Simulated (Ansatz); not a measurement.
Basis-set extrapolation for C₂H₆BFOSi, SMILES `O[SiH]1CB(F)C1` (PBE0-D4/def2-TZVP geometry, frozen core, Ansatz). Multiplicity 1, RHF reference.

```csv
,def2-TZVPP,def2-QZVPP
HF,-567.391042,-567.412886
MP2 correlation,-1.040437,-1.121261
CCSD(T) correlation,-1.117147,not run
```

Energies in hartree. Use E(X) = E(∞) + A·exp(−7.88·√X) for Hartree–Fock and E(X) = E(∞) + B·X^(−2.97) for correlation, with X = 3 and 4, and add CCSD(T) minus MP2 of the smaller set to the MP2 limit.

What is the CCSD(T) energy at the basis-set limit?

HF limit: -567.412886 + (-0.021844) × 0.13774 = -567.41589. MP2 limit: -1.121261 + (-0.080824) × 0.74074 = -1.18113. Higher-order term: -1.117147 − (-1.040437) = -0.07671. Total: -568.67373 hartree, 434.6 kJ/mol below CCSD(T)/def2-TZVPP.
